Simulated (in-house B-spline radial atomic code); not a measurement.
# Ionising Sc with different functionals

Computed with a B-spline radial code for spherical atoms: four-component Dirac-Coulomb Hamiltonian, Fermi nucleus of rms radius 3.5459 fm, spin-restricted, spherical fractional occupations for the functionals, and exact exchange of hybrids averaged over the configuration. The ionisation energy is the difference of two self-consistent energies, [Ar] 3d1 4s2 → [Ar] 3d1 4s1, without Breit or QED terms; ε is the level of the shell that loses the electron (mean over j).

| method | rung | ΔSCF (eV) | -ε(4s) (eV) |
| --- | --- | --- | --- |
| B97-1 | global hybrid | 6.65 | 4.56 |
| BHandHLYP | global hybrid | 6.42 | 5.17 |
| CAM-B3LYP | range-separated hybrid | 6.62 | 5.64 |
| LC-wPBE | range-separated hybrid | 6.42 | 6.49 |

Task: Among the functionals, which spreads more, the ΔSCF values or the orbital energies?

Result: The orbital energies: ΔSCF values span about 0.24 eV and the orbital energies 1.93 eV; here energy differences depend much less on the functional than eigenvalues do.

Task: How do they compare with the NIST value?

Result: NIST lists 6.561 eV (measured, ground level to ground level). Errors run from -0.14 to +0.09 eV; CAM-B3LYP is closest (+0.06 eV), but part of that can be cancellation, since the calculations leave out Breit-QED terms, spin polarisation, the choice among j levels, multiplet and fine-structure energies.
